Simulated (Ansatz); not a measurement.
C₂H₅BO (`BC(=C)O`). The species carries charge 0 and has multiplicity 1.

Cartesian coordinates in Å:
```
B 0.771 0.973 -0.278
C -0.234 -0.174 -0.113
C -0.254 -0.892 1.023
O -1.121 -0.491 -1.100
H 1.533 1.221 0.606
H 0.793 1.617 -1.290
H -0.951 -1.710 1.177
H 0.443 -0.652 1.813
H -0.980 0.109 -1.838
```

**Question.** List the harmonic frequencies (cm⁻¹, unscaled) at PBE0-D4/def2-TZVP in Ansatz. (An estimate is asked.)

**Answer.** The calculation gave: 184, 344, 417, 455, 488, 758, 847, 876, 940, 994, 997, 1201, 1260, 1370, 1429, 1673, 2573, 2677, 3166, 3278, 3868.

**Question.** Is this a minimum?

**Answer.** Yes, all 21 modes are real.

**Question.** Give the ideal-gas thermochemistry at 298.15 K and 1 bar (rigid rotor, harmonic oscillator; point group Cs, symmetry number 1).

**Answer.** Zero-point energy 178.2 kJ/mol; H(298) − E = 193.7 kJ/mol; entropy 288.0 J/(mol·K), of which translation 159.0, rotation 100.3, vibration 28.7; G(298) − E = 107.9 kJ/mol.

**Question.** And at 400, 500, 600, 800 and 1000 K?

**Answer.** 
```csv
T (K),H − E (kJ/mol),S (J/mol/K),G − E (kJ/mol)
400,202.8,314.2,77.2
500,213.5,337.9,44.5
600,225.5,359.7,9.7
800,252.6,398.6,-66.3
1000,282.8,432.3,-149.4
```

**Question.** Rotational constants (cm⁻¹)?

**Answer.** 0.3475, 0.3229, 0.1674.
